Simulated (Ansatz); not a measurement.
`Cl[SiH]1[CH2][AlH]1` + H₂O → `O[SiH]1[CH2][AlH]1` + HCl at 700 K and 1 bar (formal hydrolysis of the Si–Cl bond).

Computed with Ansatz on PBE0-D4/def2-TZVP structures; ΔE is electronic, products minus reactants. CBS: MP2 limit from def2 TZ/QZ plus the TZ coupled-cluster correction, frozen cores. This one scheme is used for every species. Each species was taken in one conformer, which may not be the lowest.

| species | CCSD(T)/CBS energy (Eh) | H − E (kJ/mol) | S (J/(mol·K)) |
| --- | --- | --- | --- |
| `Cl[SiH]1[CH2][AlH]1` | -1031.32235 | 178.5 | 436.7 |
| H₂O | -76.37941 | 80.5 | 218.4 |
| `O[SiH]1[CH2][AlH]1` | -647.31415 | 216.0 | 455.7 |
| HCl | -460.38127 | 38.4 | 211.8 |

H − E and S are ideal-gas, rigid-rotor, harmonic terms from PBE0-D4/def2-TZVP, for one conformer and one mirror image of each species. 1 Eh = 2625.50 kJ/mol, R = 8.31446 J/(mol·K).

Problem. By hand: ΔE, ΔH, ΔS and ΔG.

Solution. ΔE = (-647.31415) + (-460.38127) − (-1031.32235) − (-76.37941) = 0.00634 Eh = 16.6 kJ/mol. Δ(H − E) = 216.0 + 38.4 − 178.5 − 80.5 = -4.6, so ΔH = 12.0 kJ/mol. ΔS = 455.7 + 211.8 − 436.7 − 218.4 = 12.4 J/(mol·K). ΔG = 12.0 − 700 × (12.4)/1000 = 3.3 kJ/mol.

Problem. By hand: the equilibrium constant, and the temperature at which ΔG would vanish if ΔH and ΔS stayed fixed.

Solution. log₁₀ K = −ΔG/(RT ln 10) = -0.2. ΔG = 0 at ΔH/ΔS = 968 K, though so small a ΔS makes that figure unsure.

TΔS isn't small against ΔH here. The sign of ΔG lies within the doubt. A doubt of 5 kJ/mol in ΔE shifts log₁₀ K by 0.4 here. Other conformers and mirror images would add mixing entropy, several J/(mol·K) or more a flexible species. Modes under 60 cm⁻¹, often nearly free rotors, make the harmonic entropy too high. These are equilibria of isolated gas molecules and say nothing of rates. Largest T1 diagnostic: 0.013 (customary marks: 0.02 for closed shells, 0.045 for open ones).
